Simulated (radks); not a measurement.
Q: The mean radii <r> (bohr) of the occupied orbitals of an atom or ion are listed with their occupations. Method: scalar-relativistic Kohn-Sham, LDA (Slater exchange, Perdew-Wang correlation), spin-polarised, spherical densities, finite nucleus; Fermi nuclear charge, rms radius of each element as measured or else 0.836 A^(1/3) + 0.57 fm; computed with a radial shooting solver on a logarithmic mesh with Libxc functionals.

| orbital | occ. | <r> |
|---|---|---|
| 1s down | 1 | 0.02411 |
| 1s up | 1 | 0.02411 |
| 2s up | 1 | 0.1031 |
| 2s down | 1 | 0.1031 |
| 2p up | 3 | 0.09057 |
| 2p down | 3 | 0.09057 |
| 3s up | 1 | 0.2727 |
| 3s down | 1 | 0.2727 |
| 3p up | 3 | 0.2707 |
| 3p down | 3 | 0.2706 |
| 3d up | 5 | 0.2477 |
| 3d down | 5 | 0.2475 |
| 4s up | 1 | 0.6236 |
| 4s down | 1 | 0.6234 |
| 4p up | 3 | 0.6610 |
| 4p down | 3 | 0.6607 |
| 4d up | 5 | 0.7306 |
| 4d down | 5 | 0.7305 |
| 5s up | 1 | 1.523 |
| 5s down | 1 | 1.536 |
| 5p up | 3 | 1.802 |
| 5p down | 3 | 1.826 |
| 4f up | 4 | 1.447 |

Name the element and its charge. Open shells, if any, are filled with parallel spins first.

A: Z = 59, praseodymium, charge +1: Pr+ in [Xe] 4f4. The 1s radius gives Z: for a bare nucleus <r> = (2 gamma + 1)/(2Z) with gamma = sqrt(1 - (Z/c)^2), 0.02377 bohr for Z = 59, and screening makes it slightly larger (0.02411 here). The occupations add up to 58, and the charge is Z minus that.
